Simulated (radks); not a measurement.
Values are calculated unless marked as measured or tabulated.
These are the eigenvalues of the occupied orbitals of an atom or ion with whole-number occupations (hartree). Level of theory: scalar-relativistic Kohn-Sham, PBEsol, spin-polarised, spherical densities, finite nucleus; Fermi nuclear charge, rms radius of each element as measured or else 0.836 A^(1/3) + 0.57 fm (a radial shooting solver on a logarithmic mesh with Libxc functionals).

1s down: -654.6065
1s up: -654.6063
2s up: -90.70537
2s down: -90.70016
2p up: -80.90523
2p down: -80.90138
3s up: -14.85126
3s down: -14.84815
3p up: -11.65955
3p down: -11.65612
3d up: -6.41699
3d down: -6.41186
4s up: -2.01256
4s down: -1.97879
4p up: -1.20602
4p down: -1.16655
5s up: -0.17415
4d up: -0.14984
5s down: -0.14922

Which element is it, and in what charge state? The configuration may be excited. Open shells, if any, are filled with parallel spins first.

Answer. Z = 40, zirconium, charge 0: Zr in [Kr] 4d2 5s2. The list shows which subshells hold electrons but not how many an open one holds; the 1s level, -654.61 hartree, gives Z - s = 36.2 by -(Z - s)^2/2, which with screening and relativity narrows Z to a few neighbours, and the depths of the outer levels then fix element, charge and occupations together.
